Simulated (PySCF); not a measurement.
Species: C2H6SeSi2.
Bonds: C1–C2 (triple), C2–Si3, Si3–Se4, Se4–Si5. Hydrogens: H6 on C1; H7, H8 on Si3; H9, H10, H11 on Si5.

Level of theory: PBE0-D3(BJ)/def2-SVP geometry optimisation, gas phase in PySCF.

(1) What internal coordinates does the optimisation give?

Answers

(1) 
| bond | length (pm) |
| --- | --- |
| C1≡C2 | 121.7 |
| C2–Si3 | 183.1 |
| Si3–Se4 | 228.3 |
| Se4–Si5 | 228.9 |
| C1–H6 | 107.5 |
| Si3–H7, Si3–H8 | 149.0 |
| Si5–H9, Si5–H10, Si5–H11 | 149.2 |

Bonds in one row agree within 1 pm and their mean is given. A selection of angles:
| angle | degrees |
| --- | --- |
| C2–C1–H6 | 179.6 |
| C1–C2–Si3 | 177.5 |
| C2–Si3–Se4 | 110.2 |
| C2–Si3–H7 | 108.3 |
| C2–Si3–H8 | 110.5 |
| Se4–Si3–H7 | 110.8 |
| Se4–Si3–H8 | 106.7 |
| H7–Si3–H8 | 110.4 |
| Si3–Se4–Si5 | 94.8 |
| Se4–Si5–H9 | 105.8 |
| Se4–Si5–H10 | 111.4 |
| Se4–Si5–H11 | 110.0 |
| H9–Si5–H10 | 109.8 |

Torsions: C2–Si3–Se4–Si5 50° (synclinal). The mirror-image conformer, all signs reversed, is as good.

Si5 (SiH3 silicon) is distorted tetrahedral (angles from 105.8° to 111.4°). Si3 (SiH2 silicon) is tetrahedral (angles from 106.7° to 110.8°).

Point group: C1 (no symmetry element, even within 0.4 Å). Stationary, but not proved a minimum. The numbers are those of one conformer.

On one thread of an Arm Neoverse V1, shared host with 32 logical CPUs at a one-minute load of 27, this took 87 s wall and 0.53 GiB of memory at its peak. These figures are those of the optimisation.
